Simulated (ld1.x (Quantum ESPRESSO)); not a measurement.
# Cutoff test, cadmium (Cd), TM

cadmium (Cd), norm-conserving Troullier–Martins (Kleinman–Bylander form), made with ld1.x (Quantum ESPRESSO) 7.5 (PBE, scalar-relativistic). Core [Kr], reference 4d10 5s2 5p0. Waves: 5s (bound): rc 2.05 bohr; 5p (bound, empty): rc 3.15 bohr; 4d (bound): rc 1.10 bohr. Local part: the d channel. Core correction: none.

The pseudo-atom Hamiltonian at the reference potential is diagonalised in spherical Bessel functions j_l(qr) that vanish at 20 bohr, with q² up to the cutoff. All-electron valence levels (Ry): 5s -0.4159, 5p -0.0870, 4d -0.8623.

Task: How do the lowest levels (Ry) of each channel move with the cutoff, and are there ghosts?

Result:

```csv
cutoff (Ry),s #1,s #2,s #3,p #1,p #2,d #1,d #2,f #1,f #2,Σ f·Δε (mRy)
8,-2.7169,-0.4108,0.0051,-0.0867,0.0505,0.0565,0.1224,0.1127,0.2380,9199.0
12,-6.1212,-0.4116,0.0050,-0.0870,0.0505,0.0383,0.0878,0.1127,0.2380,9015.0
18,-9.3965,-0.4147,0.0049,-0.6184,-0.0869,-0.1490,0.0667,0.1127,0.2379,7136.0
25,-10.8582,-0.4158,0.0049,-2.0957,-0.0870,-0.3725,0.0645,0.1127,0.2379,4898.9
35,-11.7794,-0.4158,0.0049,-3.1116,-0.0870,-0.6488,0.0635,0.1127,0.2379,2135.9
45,-12.0130,-0.4159,0.0048,-3.5028,-0.0870,-0.7779,0.0632,0.1127,0.2379,844.0
55,-12.0815,-0.4159,0.0048,-3.6353,-0.0870,-0.8356,0.0631,0.1127,0.2379,267.5
70,-12.0966,-0.4159,0.0048,-3.6983,-0.0870,-0.8575,0.0630,0.1127,0.2379,48.6
90,-12.0972,-0.4159,0.0048,-3.7085,-0.0870,-0.8620,0.0630,0.1127,0.2379,3.8
110,-12.0977,-0.4159,0.0048,-3.7088,-0.0870,-0.8623,0.0630,0.1127,0.2379,0.6
140,-12.0984,-0.4159,0.0048,-3.7090,-0.0870,-0.8623,0.0630,0.1127,0.2379,0.5
400,-12.0986,-0.4159,0.0048,-3.7092,-0.0870,-0.8623,0.0630,0.1127,0.2379,0.0
```

Result: ghost states, extra bound levels that the all-electron valence spectrum of the same l lacks: s at -164.6 eV, p at -50.5 eV (a true bound ghost makes a file unfit for plane-wave use); 10 mRy is reached at 90 Ry and 1 mRy at 110 Ry.

1 of 7 tests not solved or not reliable.
